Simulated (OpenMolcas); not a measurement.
d1 ions of charge +4 down a group on the Ge site of Cs2GeF6

```
Program             : OpenMolcas
Method              : SS-CASPT2, IPEA 0.25 Eh, imaginary shift 0.1 Eh
Spin-orbit coupling : RASSI with atomic mean-field integrals over the reference wave functions
```

The d shell is active; CASPT2 correlates the ligand valence shells and the outer metal core. Each dopant is a cluster with its nearest anions in model potentials and point charges, with no relaxation. Distances were set from a Shannon-type radius of the metal (high-spin where two are listed) plus a fixed donor radius (F 1.31 Å), in hosts weighted 0.65 to 0.35 with the host's distance in the model lattice. Ligand basis ANO-RCC-VDZP, DKH2 Hamiltonian. States (labels of O, the rotations of Oh). Energies in cm-1 above the lowest state or level, χT in cm3 K/mol; under a threefold ground state the first gap can be a small split of the lowest multiplet, not the spin-orbit step; 10Dq is the gap between the two states. Spin-only χT is S(S+1) / 2 for the spin of the ground state.

```
 Ion  Shell  R (Å)   Metal basis  Ground state  First state of that spin   10Dq  First gap with spin-orbit (degeneracies)  χT at 300 K  Spin-only χT
 V4+    3d1   1.86  ANO-RCC-VTZP           2T2                  2E 23470  23466                                330 (4, 2)        0.363         0.375
Nb4+    4d1  1.925  ANO-RCC-VTZP           2T2                  2E 37600  37599                                960 (4, 2)        0.152         0.375
```

|10Dq| changes by a factor of 37599 / 23466 = 1.60 from V4+ to Nb4+.

χT departs most from the spin-only value for Nb4+, by -0.223 cm3 K/mol.

Roots that are degenerate in the reference are averaged as groups; the widest CASPT2 spread within a group is 13 cm-1 (the 2-fold group of multiplicity 2 near 23500 cm-1 above the lowest state of its run, V4+). Shifts and gaps below about the spread of the groups concerned are not significant. Over all roots computed the reference weight is 0.71 in V4+, 0.72 in Nb4+; a low but even weight reflects the number of correlated electrons. An orbital triplet at a regular site is open to Jahn-Teller coupling, which can distort the site and quench the lowest spin-orbit gaps and is left out. Ligand-to-metal charge-transfer states are missing. With one d shell and no ligand orbital active, 10Dq can be off by a tenth or more. The least metal-like active orbital is 82 % on the metal (Löwdin) and no ligand orbital is active, so the numbers are rough (holds for V4+). The least metal-like active orbital is 78 % on the metal (Löwdin) and no ligand orbital is active, so the numbers are rough (holds for Nb4+). No measured value stands beside these numbers; the geometry was set by hand and not optimised.
